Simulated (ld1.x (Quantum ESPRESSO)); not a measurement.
## Mo (Z = 42), ultrasoft: configuration errors across variants

- Element: Mo
- Generator: ld1.x (Quantum ESPRESSO) 7.5
- Type: ultrasoft
- Functional: LDA (PZ)
- Relativity: scalar-relativistic
- Frozen core: [Ar] 3d10 4s2
- Valence charge: 12
- Reference configuration: 4p6 4d5 5s0 5p1
- Partial waves: 5s (bound, empty): rcut 2.25, rcutus 2.80 bohr; 5s channel at 2.05 Ry: rcut 2.25, rcutus 2.80 bohr; 4p (bound): rcut 1.65, rcutus 1.95 bohr; 5p (bound): rcut 1.65, rcutus 1.95 bohr; 4d (bound): rcut 1.95, rcutus 2.20 bohr; 4d channel at -0.1 Ry: rcut 1.95, rcutus 2.20 bohr
- Local potential: all-electron potential smoothed inside 2.75 bohr (lloc = -1)
- Core correction: none
- Augmentation charge: built from norm-conserving waves at rcut, not smoothed further

All-electron excitation energies from the reference (eV): (1) 4p6 4d5 5s1 5p0 -3.245; (2) 4p6 4d5 5s0 5p0 3.941; (3) 4p6 4d4 5s0 5p0 19.644; (4) 4p6 4d4 5s1 5p0 5.018.

The overlap operator is not positive definite (basis up to 400 Ry) in “local potential all-electron potential smoothed inside 1.55 bohr (lloc = -1)”. Such files are unfit for use, however small their errors in these radial tests.

1 further variants failed, have other tests or too few solved ones, and are left out.

The file “base” misses its own reference levels by 0.5 eV. The file “local potential all-electron potential smoothed inside 1.55 bohr (lloc = -1)” misses its own reference levels by 0.4 eV. The file “waves 5s (bound): rcut 2.25, rcutus 3.18 bohr; 5s channel at 2.05 Ry: rcut 2.25, rcutus 3.18 bohr” misses its own reference levels by 0.5 eV. The file “wave 4d channel at -0.1 Ry: rcut 1.95, rcutus 2.20 bohr becomes 4d channel at -0.19 Ry: rcut 1.95, rcutus 2.20 bohr” misses its own reference levels by 0.5 eV. The file “local potential all-electron potential smoothed inside 2.50 bohr (lloc = -1)” misses its own reference levels by 0.5 eV.

Errors AE − PS in meV (a dash: test not solved or not reliable):

| change | (1) | (2) | (3) | (4) | bound ghosts |
| --- | --- | --- | --- | --- | --- |
| base | +537 | +544 | +528 | +503 | not determined |
| local potential all-electron potential smoothed inside 1.55 bohr (lloc = -1) | +555 | +565 | +546 | +521 | not determined (overlap not positive) |
| waves 5s (bound): rcut 2.25, rcutus 3.18 bohr; 5s channel at 2.05 Ry: rcut 2.25, rcutus 3.18 bohr | +537 | +544 | +528 | +504 | not determined |
| wave 4d channel at -0.1 Ry: rcut 1.95, rcutus 2.20 bohr becomes 4d channel at -0.19 Ry: rcut 1.95, rcutus 2.20 bohr | +537 | +544 | +528 | +504 | not determined |
| local potential all-electron potential smoothed inside 2.50 bohr (lloc = -1) | +527 | +534 | +518 | +493 | not determined |

(1) Give the same row for: waves 4p (bound): rcut 1.12, rcutus 1.18 bohr; 5p (bound): rcut 1.12, rcutus 1.18 bohr.

## Answers

(1) -2.6, -0.6, +0.3, -17; bound ghosts: none.
